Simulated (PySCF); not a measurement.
(1Z,3Z)-1,4-dichlorobuta-1,3-diene (C₄H₄Cl₂), SMILES Cl/C=C\C=C/Cl. Geometry optimised at PBE0-D3(BJ)/def2-SVP. One conformer was computed; it need not be the lowest.

**Question.** Give the equilibrium geometry at PBE0-D3(BJ)/def2-SVP (PySCF confirms it by a frequency run) as Cartesian coordinates in Å, and its point group. (An estimate is asked for; the answer gives what the named calculation found.)

**Answer.** One answer among several that fit: point group C2h.
```xyz
10

Cl     0.2778     2.8457     0.0000
C     -0.9254     1.6120     0.0000
C     -0.6582     0.2967     0.0000
C      0.6582    -0.2967     0.0000
C      0.9254    -1.6120     0.0000
Cl    -0.2778    -2.8457     0.0000
H     -1.9446     2.0023     0.0000
H     -1.5183    -0.3790     0.0000
H      1.5183     0.3790     0.0000
H      1.9446    -2.0023     0.0000
```
